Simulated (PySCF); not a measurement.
A structure optimised at B3LYP-D3(BJ)/def2-SVP, used in a PySCF frequency run:

```xyz
4

Sn     0.0000     0.0000    -0.3736
O      0.0000     0.0000    -2.2207
Cl     0.0000    -1.8471     1.0720
Cl     0.0000     1.8471     1.0720
```
Charge 0, spin multiplicity 1.

Q: Write its SMILES, formula and point group.

A: [O]=[Sn]([Cl])[Cl], Cl2OSn, C2v

Q: What are its rotational constants (standard atomic weights)?

A: 2.8574, 2.0892, 1.2068 GHz
